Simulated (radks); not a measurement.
Excited configurations of Ni2+: one electron is placed in a higher orbital outside [Ar] 3d7. The ground configuration is [Ar] 3d8. Method: scalar-relativistic Kohn-Sham, r2SCAN, spin-polarised, spherical densities, finite nucleus; open shells are filled with parallel spins first; meta-GGA in the generalised Kohn-Sham scheme; Fermi nuclear charge, rms radius 3.7757 fm; computed with a radial shooting solver on a logarithmic mesh with Libxc functionals. Excitation = E - E(ground); binding = E(ion) - E, where the ion is the core of charge +3; n* = 3/sqrt(2 binding) in atomic units, and the quantum defect is n - n*.

| outer orbital | excitation (eV) | binding (eV) | n* | quantum defect | eigenvalue (eV) | <r> (bohr) |
|---|---|---|---|---|---|---|
| 4d | 22.967 | 12.533 | 3.126 | 0.874 | -10.196 | 3.930 |
| 5s | 22.402 | 13.098 | 3.058 | 1.942 | -11.345 | 4.802 |
| 5p | 24.830 | 10.670 | 3.388 | 1.612 | -9.186 | 5.572 |
| 5d | 28.198 | 7.302 | 4.095 | 0.905 | -6.155 | 7.518 |
| 6s | 28.019 | 7.481 | 4.046 | 1.954 | -6.540 | 8.328 |
| 6d | 30.724 | 4.776 | 5.064 | 0.936 | -4.091 | 12.07 |
| 7s | 30.663 | 4.837 | 5.031 | 1.969 | -4.234 | 12.85 |
| 7d | 32.135 | 3.365 | 6.032 | 0.968 | -2.912 | 17.59 |

The Delta-SCF ionisation energy is 35.500 eV (NIST Atomic Spectra Database: 35.19 eV, measured). Self-interaction in the functional shifts the binding energies and quantum defects, so they are the method's values and not measured ones. Open shells are spherical and high-spin; term and fine-structure splittings are not resolved.
